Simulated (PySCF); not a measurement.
CH8O2Si3, SMILES O1[SiH2][Si@H](O)[Si@H]1C.

Coordinates come from a B3LYP-D3(BJ)/def2-SVP optimisation. The structure was generated by enumeration; whether it is a known compound was not checked. Other conformers were not sampled.

Calculation: TDA-PBE0/def2-SVPD in PySCF.

Vertical excitations. Gas-phase values at a fixed geometry.

Computed excitation energies, oscillator strengths and character:
| state | energy (eV) | λ (nm) | f | main pairs |
|---|---|---|---|---|
| S1 | 4.52 | 274 | 0.003 | HOMO→LUMO 99 % |
| S2 | 5.27 | 235 | 0.151 | HOMO→LUMO+1 96 % |
| S3 | 5.70 | 217 | 0.021 | HOMO−1→LUMO 96 % |
| S4 | 6.18 | 201 | 0.000 | HOMO−1→LUMO+1 83 %, HOMO−2→LUMO 13 % |
| S5 | 6.22 | 199 | 0.012 | HOMO−2→LUMO 77 % |
| S6 | 6.31 | 197 | 0.016 | HOMO→LUMO+2 69 %, HOMO→LUMO+3 27 % |
| T1 | 3.90 | 318 | 0 | HOMO→LUMO 96 % |
| T2 | 4.45 | 279 | 0 | HOMO→LUMO+1 96 % |
Triplets are in the Tamm–Dancoff approximation.
